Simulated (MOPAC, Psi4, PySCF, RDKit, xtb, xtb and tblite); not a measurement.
Two geometries of C4H7BSSi, SMILES Bc1ccc([SiH3])s1, relaxed at GFN2-xTB with one dihedral held; other torsions can differ between them too.

Structure A

```
14

B     -3.0007     0.5461    -0.4648
C     -1.5571     0.1577    -0.1990
C     -1.0465    -1.0450     0.2503
C      0.3444    -1.0657     0.3886
C      0.9490     0.1202     0.0503
Si     2.7746     0.5550     0.0761
S     -0.2321     1.2726    -0.4457
H     -3.8438    -0.2434    -0.2811
H     -3.2601     1.6201    -0.8473
H     -1.6802    -1.8866     0.4711
H      0.9020    -1.9222     0.7270
H      3.1951     0.9049    -1.2814
H      3.4891    -0.6278     0.5565
H      2.9761     1.6904     0.9773
```

Structure B

```
14

B      3.0009     0.5755    -0.4505
C      1.5597     0.0420    -0.3066
C      0.7104    -0.5510    -1.1948
C     -0.5424    -0.9014    -0.6476
C     -0.6766    -0.5864     0.6706
Si    -2.1316    -0.8515     1.8181
S      0.7818     0.1650     1.2503
H      3.9095    -0.1344    -0.2516
H      3.1848     1.6966    -0.7307
H      0.9795    -0.7307    -2.2219
H     -1.3229    -1.3757    -1.2171
H     -2.5994     0.4446     2.3147
H     -3.1759    -1.5150     1.0373
H     -1.7133    -1.6892     2.9443
```

Question: Which is lower in energy at the level PBE0-D3(BJ)/def2-SVP // GFN2-xTB (Psi4), and by how much?

Answer: A is lower, by 54.56 kJ/mol (dihedral H8–B1–C2–S7: 180° in A, 90° in B).

E(B) − E(A) in kJ/mol at the other levels, on the same two geometries: GFN2-xTB (xtb and tblite) 29.76; PBE0/def2-SVP // GFN2-xTB (Psi4) 54.45; PBE/def2-SVP // GFN2-xTB (Psi4) 58.13; PBE-D3(BJ)/def2-SVP // GFN2-xTB (Psi4) 58.30; UFF // GFN2-xTB (RDKit) 50.26; PM7, restricted, heats of formation // GFN2-xTB (MOPAC) 7.43; AM1, restricted, heats of formation // GFN2-xTB (MOPAC) 11.56; GFN1-xTB // GFN2-xTB (xtb) 27.12; restricted B3LYP/6-31G*, spherical d, density fitting // GFN2-xTB (PySCF) 55.46; restricted Hartree-Fock/3-21G // GFN2-xTB (PySCF) 45.36; restricted B3LYP/3-21G // GFN2-xTB (PySCF) 58.68; restricted BP86/6-31G*, spherical d, density fitting // GFN2-xTB (PySCF) 57.92.
